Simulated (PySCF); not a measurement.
Harmonic spectrum computed at PBE0 in the def2-TZVP basis family (core potentials from Rb on, PySCF, no spin–orbit coupling):

```tsv
ω (cm⁻¹)	IR (km/mol)
71	34.5
72	26.9
197	6.2
734	210
789	0.2
846	221
```

Which molecule gave it? In each, all ligands are bound to the one heavy central atom.
A. WF₃⁺ (triplet)
B. RuF₃⁺ (quintet)
C. HfF₃⁺ (singlet)
D. MoF₃⁺ (triplet)

D. It has C2v symmetry with Mo–F 1.758 Å, Mo–F 1.780 Å (×2).
